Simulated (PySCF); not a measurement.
**Electronic structure of Mo (molybdenum, neutral) at the BP86 level**

Configuration: [Kr] 4d5 5s1, high-spin 7S determinant. Computed with PySCF 2.14 in def2-SVP with the def2 core potential (28 electrons), with scalar relativity through the core potential.

```json
{
  "Total energy": "-68.1650 hartree",
  "One-electron energy": "-116.4401 hartree",
  "Hartree (Coulomb) energy": "56.2835 hartree",
  "Exchange-correlation energy": "-8.0084 hartree",
  "⟨S²⟩": "12.0002",
  "⟨L²⟩": "0.000",
  "Sum of ⟨r⟩": "23.17 bohr",
  "Sum of ⟨r²⟩": "51.02 bohr²",
  "Time after the integrals": "0.25 s of wall time on 1 thread of AMD EPYC 7R43 64-Core Processor (shared host)"
}
```

| shell | electrons | mean orbital energy (eV) | rms radius, mean of both spins (bohr) |
| --- | --- | --- | --- |
| 4s α | 1 | -66.097 | 1.18 |
| 4s β | 1 | -63.399 | 1.18 |
| 4p α | 3 | -40.003 | 1.33 |
| 4p β | 3 | -37.056 | 1.33 |
| 5s α | 1 | -4.798 | 3.67 |
| 4d α | 5 | -4.511 | 2.20 |

Energies and moments cover only the electrons outside the core potential.
